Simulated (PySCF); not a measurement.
Static response to an electric field

Species: (MeGe)4O6 adamantane, C4H12Ge4O6.
Cartesian coordinates in Å at the PBE0-D3(BJ)/def2-SVP level; atoms count from 1:
```
atom  x, y, z in Å
Ge1    1.4378   -1.0818    0.4648
C2     2.9221   -2.1885    0.9408
O3     0.6198   -0.3603    1.8749
Ge4   -0.7772    0.6961    1.5455
C5    -1.5768    1.4234    3.1218
O6    -0.1728    1.9492    0.4321
Ge7    0.5853    1.3924   -1.0816
C8     1.1896    2.8213   -2.1989
O9     1.8933    0.2915   -0.5768
O10   -0.6326    0.3560   -1.8688
Ge11  -1.2674   -1.0126   -0.9202
C12   -2.5573   -2.0526   -1.8737
O13    0.1641   -1.9530   -0.4265
O14   -1.9029   -0.2948    0.5823
H15    3.4705   -2.4744    0.0334
H16    2.5576   -3.0910    1.4491
H17    3.5896   -1.6332    1.6131
H18   -0.8284    2.0048    3.6767
H19   -2.4109    2.0782    2.8361
H20   -1.9516    0.6081    3.7548
H21    0.3647    3.5257   -2.3700
H22    1.5292    2.4129   -3.1600
H23    2.0217    3.3430   -1.7076
H24   -3.4177   -1.4215   -2.1331
H25   -2.0999   -2.4439   -2.7923
H26   -2.8914   -2.8890   -1.2456
```

Level: B3LYP/def2-SVPD (PySCF), static field, nuclei fixed, core orbitals frozen in the response. The polarisability tensor in these axes (au):

```
x   161.29  -0.07   0.01
y    -0.07 161.30   0.06
z     0.01   0.06 161.28
```

Problem. Give the principal values, the mean and the anisotropy Δα = √{½[(α1 − α2)² + (α2 − α3)² + (α1 − α3)²]}.

Solution. Principal values 161.19, 161.29 and 161.38 au; mean 161.29 au = 23.90 Å³ = 26.59 × 10⁻⁴⁰ C²·m²/J; Δα = 0.16 au (0 % of the mean).

Problem. What is the dipole moment?

Solution. 0.02 D at this geometry.

Problem. In TDDFT the mean static polarisability is Σ f/ω² over all singlet excitations (ω in hartree). How much of it do the 15 lowest give? Their energies (eV) and oscillator strengths: 6.72, 0.0000; 6.72, 0.0000; 6.72, 0.0000; 7.07, 0.2208; 7.07, 0.2205; 7.07, 0.2199; 7.33, 0.0000; 7.33, 0.0000; 7.74, 0.0000; 7.75, 0.0000; 7.75, 0.0000; 7.75, 0.0000; 7.83, 0.0027; 7.84, 0.0025; 7.84, 0.0028.

Solution. They add up to 9.89 au, 6.1 % of the 161.29 au; the largest single term is 3.27 au, from the state at 7.07 eV. Terms in order: 0.00, 0.00, 0.00, 3.27, 3.27, 3.26, 0.00, 0.00, 0.00, 0.00, 0.00, 0.00, 0.03, 0.03, 0.03 au. Higher excitations give the rest. The strengths listed sum to 0.669.

Problem. What would n − 1 = 2πNα be for an ideal gas of these molecules at 298.15 K and 1 atm, electronic part alone?

Solution. N = p/kT = 2.4615 × 10¹⁹ cm⁻³, so n − 1 = 2π × N × 23.90 × 10⁻²⁴ cm³ = 3696 × 10⁻⁶ at long wavelengths.

Problem. Estimate the molar refractivity from the static electronic polarisability.

Solution. Lorentz–Lorenz: R = (4π/3)N_A α = 2.5225 cm³/(mol·Å³) × 23.90 Å³ = 60.3 cm³/mol, in the limit of long wavelengths.

Problem. Find the Langevin capture rate constant for H3O+ (19.018 u) meeting this molecule (451.748 u), k = 2.342 × 10⁻⁹ cm³/s × √(α in Å³ / reduced mass in u).

Solution. The reduced mass is 18.25 u, so k = 2.68 × 10⁻⁹ cm³/s.

Problem. What are the principal values of the traceless quadrupole moment, Θ = ½Σq(3rr − r²1), about the centre of nuclear charge?

Solution. -0.04, 0.00, 0.04 D·Å. The electronic extent ⟨r²⟩ about the same centre is 4543 bohr², a root-mean-square distance of 2.45 Å for the 212 electrons.

Geometry: PBE0-D3(BJ)/def2-SVP, one conformer, isolated molecule. The calculation is non-relativistic, for germanium too.

These values come from a run that also computed excited states. On an Intel Xeon 6975P-C with 2 threads, shared host with 192 logical CPUs at a one-minute load of 102, this took 5.3 min wall, 11 min CPU (grids of density and orbitals included) and 4.4 GiB of memory at its peak.
